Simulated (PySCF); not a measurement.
# P⁺ (phosphorus, charge +1) across methods

[Ne] 3s2 3p2, high-spin 3P determinant. Computed with PySCF 2.14 in dyall-av3z, with no relativity, point nucleus. The B2PLYP total includes its PT2 part (frozen core); its orbital energies are those of the SCF part.

```tsv
method	E (hartree)	mean ε 3s α (eV)	mean ε 3s β (eV)	mean ε 3p α (eV)	Σ⟨r²⟩ (bohr²)	⟨S²⟩
CAM-B3LYP	-340.9008	-27.389	-24.699	-17.594	20.66	2.004
TPSSh	-340.9036	-25.023	-22.318	-15.708	20.57	2.005
r2SCAN	-340.8587	-24.553	-21.965	-15.413	20.60	2.008
BP86	-340.9183	-23.972	-22.050	-15.018	20.58	2.003
PBE0	-340.7587	-25.866	-23.089	-16.331	20.61	2.005
B2PLYP	-340.7743	-27.659	-24.107	-17.452	20.70	2.006
LDA	-339.6167	-23.927	-22.049	-14.919	20.67	2.001
PBE	-340.7296	-23.914	-21.862	-14.983	20.64	2.003
UHF	-340.35476	-30.966	-25.422	-19.732	20.83	2.013
```
